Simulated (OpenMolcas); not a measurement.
# Levels of Zr+ by method

| Item | Value |
| --- | --- |
| Program | OpenMolcas 26.06 |
| Basis | ANO-R1 [6s4p3d1f] |
| Scalar Hamiltonian | X2C, finite nucleus |
| Active space | 3 electrons in 6 orbitals (4d 5s) |
| State averaging | 2S+1 = 4 even, 20 roots; 2S+1 = 2 even, 64 roots (35 in the spin-orbit step) |
| Spin-orbit coupling | state interaction with AMFI integrals over the reference wave functions, term energies averaged over their components |

Methods on the same reference wave functions:
A. CASSCF
B. SS-CASPT2, IPEA 0.25 Eh, imaginary shift 0.1 Eh (closed shells correlated: 4s 4p)
C. MS-CASPT2, IPEA 0.25 Eh, imaginary shift 0.1 Eh (closed shells correlated: 4s 4p)

Energies in cm⁻¹ above 4d² 5s ⁴F_3/2, the measured ground level; measured values from NIST Handbook of Basic Atomic Spectroscopic Data.

| Level | A | B | C | Measured |
| --- | --- | --- | --- | --- |
| 4d² 5s ⁴F_3/2 | 0.0 | 0.0 | 0.0 | 0.0 |
| 4d² 5s ⁴F_5/2 | 299 | 302 | 302 | 315 |
| 4d² 5s ⁴F_7/2 | 715 | 723 | 723 | 763 |
| 4d² 5s ⁴F_9/2 | 1243 | 1254 | 1253 | 1323 |
| 4d³ ⁴F_3/2 | 2812 | 3630 | 3620 | 2572 |
| 4d³ ⁴F_5/2 | 3126 | 4000 | 4000 | 2895 |
| 4d³ ⁴F_7/2 | 3543 | 4480 | 4480 | 3300 |
| 4d³ ⁴F_9/2 | 4039 | 4970 | 4970 | 3758 |
| 4d² 5s ²D_3/2 | 6005 | 4590 | 4590 | 4248 |
| 4d² 5s ²D_5/2 | 6328 | 4790 | 4790 | 4505 |
| 4d³ ²P_1/2 | 7429 | 6790 | 6790 |  |
| 4d³ ²P_3/2 | 7873 | 7180 | 7180 |  |
| 4d² 5s ²F_5/2 | 9199 | 7070 | 7070 | 5753 |
| 4d² 5s ⁴P_1/2 | 9222 | 8130 | 8130 |  |
| 4d² 5s ⁴P_3/2 | 9409 | 8320 | 8320 |  |
| 4d² 5s ⁴P_5/2 | 9733 | 8630 | 8630 |  |
| 4d³ ²G_7/2 [67 %] | 9762 | 9820 | 9820 |  |
| 4d² 5s ²F_7/2 [67 %] | 9905 | 7720 | 7720 | 6468 |
| 4d³ ²G_9/2 | 10119 | 10130 | 10130 |  |
| 4d³ ⁴P_1/2 | 12072 | 11560 | 11560 |  |
| 4d³ ⁴P_3/2 | 12285 | 11770 | 11770 |  |
| 4d³ ⁴P_5/2 | 12515 | 12000 | 12000 |  |

Deviations, from unrounded energies. A percentage is the sum of absolute deviations over the sum of measured energies, with the sign that they share, or ± where signs differ.

| Against measurement | Levels | A | B | C |
| --- | --- | --- | --- | --- |
| mean absolute deviation (cm-1) | 11 | 1100 | 720 | 720 |
| fine structure of the ground term (%) | 3 | -6.0 | -5.1 | -5.1 |
| other terms of the ground configuration (%) | 4 | +49.9 | +15.3 | +15.3 |
| other configurations (%) | 4 | +7.9 | +36.4 | +36.4 |

B, C lie about equally close to measurement and A furthest from it. The largest miss of C in the table is 4d² 5s ²F_5/2, by +1300 cm-1. The ranking rests on the paired levels alone, and a cruder setting can come out closer through cancelling errors.

Between B and C no level of the table moves by more than 5 cm-1.

The two smallest mean deviations differ by little beside CASPT2's spread within terms, so their order carries little weight.

From A to B the spin-free energies of the other terms of 4d² 5s shown, above ⁴F, scale by factors of 0.71 to 0.87.

The lowest spin-free term lies below A's lowest term by 0.117 hartree in B, 0.117 hartree in C.

Term energies are means over components that CASPT2 splits; among the terms shown or strongly mixed into the levels shown the widest spread is 700 cm-1 (4d² 5s ²F, C). Some high roots are left out of the spin-orbit mixing, which shifts the levels that they would mix with. Configurations are named by rounded mean occupations; where the s occupation lies near a half they are strongly mixed, a name can repeat and a true partner stay unpaired. A single d shell beside an s shell can misplace configurations of different d count against each other. The CASPT2 spread within a term exceeds the gap to the next term for 4d³ ⁴F and 4d² 5s ²D, so the order of their levels is uncertain, and so are names and mixing where such terms share a J (figures for B; the like holds for C). Without dynamic correlation excited terms often stand tens of per cent too high (terms of higher spin than the ground term too low), and those without a measured partner can miss by more than the paired ones (holds for A). Some levels mix across a computed gap that differs much from the measured one, so their mixing is not that of the real levels (holds for B; C). Some terms miss by over 15 % even with CASPT2, which points to a basis or an active space too small for the shells correlated (holds for B; C). Measured partners are found by configuration, term and J. A level has none where our copy of the source lacks it or the pairing is in doubt (some pairs that miss far off the trend of their configuration count as doubtful), and it then counts in no deviation. Levels of configurations outside the active space are missing. The table leaves out levels that lie high or whose names do not pair safely across all columns.

A share in square brackets marks a mixed level and gives the weight of the term that names it, the lowest over the columns.
